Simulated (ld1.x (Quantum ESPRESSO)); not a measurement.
**An all-electron radial function and its pseudo partner (P (Z = 15))**

Columns: radius, all-electron u(r) and pseudo u(r) of the 3s shell (level -14.67 eV) of phosphorus in the configuration [Ne] 3s1 3p4; PBE, scalar-relativistic, RRKJ scheme, ld1.x (Quantum ESPRESSO) 7.5.

```json
{"r (bohr)": "0.080", "all-electron": "0.1693", "pseudo": "0.0243"}
{"r (bohr)": "0.160", "all-electron": "-0.0710", "pseudo": "0.0494"}
{"r (bohr)": "0.240", "all-electron": "-0.2797", "pseudo": "0.0762"}
{"r (bohr)": "0.320", "all-electron": "-0.3728", "pseudo": "0.1056"}
{"r (bohr)": "0.400", "all-electron": "-0.3628", "pseudo": "0.1386"}
{"r (bohr)": "0.480", "all-electron": "-0.2825", "pseudo": "0.1762"}
{"r (bohr)": "0.560", "all-electron": "-0.1620", "pseudo": "0.2191"}
{"r (bohr)": "0.640", "all-electron": "-0.0239", "pseudo": "0.2680"}
{"r (bohr)": "0.720", "all-electron": "0.1167", "pseudo": "0.3231"}
{"r (bohr)": "0.800", "all-electron": "0.2500", "pseudo": "0.3838"}
{"r (bohr)": "0.880", "all-electron": "0.3705", "pseudo": "0.4488"}
{"r (bohr)": "0.960", "all-electron": "0.4754", "pseudo": "0.5157"}
{"r (bohr)": "1.040", "all-electron": "0.5639", "pseudo": "0.5813"}
{"r (bohr)": "1.120", "all-electron": "0.6363", "pseudo": "0.6421"}
{"r (bohr)": "1.200", "all-electron": "0.6938", "pseudo": "0.6948"}
{"r (bohr)": "1.280", "all-electron": "0.7374", "pseudo": "0.7371"}
{"r (bohr)": "1.360", "all-electron": "0.7681", "pseudo": "0.7679"}
{"r (bohr)": "1.440", "all-electron": "0.7874", "pseudo": "0.7873"}
{"r (bohr)": "1.520", "all-electron": "0.7967", "pseudo": "0.7967"}
{"r (bohr)": "1.600", "all-electron": "0.7973", "pseudo": "0.7973"}
{"r (bohr)": "1.680", "all-electron": "0.7908", "pseudo": "0.7908"}
{"r (bohr)": "1.760", "all-electron": "0.7783", "pseudo": "0.7783"}
{"r (bohr)": "1.840", "all-electron": "0.7608", "pseudo": "0.7608"}
{"r (bohr)": "1.920", "all-electron": "0.7396", "pseudo": "0.7396"}
{"r (bohr)": "2.000", "all-electron": "0.7153", "pseudo": "0.7153"}
{"r (bohr)": "2.080", "all-electron": "0.6888", "pseudo": "0.6888"}
```

Task: How many radial nodes do the two functions have?

Result: The all-electron 3s function has n − l − 1 = 2; the pseudo-wave has 0, since the states of the same l below it are removed with the core.

Task: At about which radius was the pseudo-wave matched?

Result: 1.60 bohr. The columns agree to 0.0005 from 1.28 bohr on; several derivatives are matched, so the curves merge somewhat inside the radius.

Task: Is the pseudo-wave norm-conserving?

Result: Yes: the RRKJ scheme keeps the norm inside the radius equal to the all-electron one, which fixes the energy derivative of the logarithmic derivative at the level.
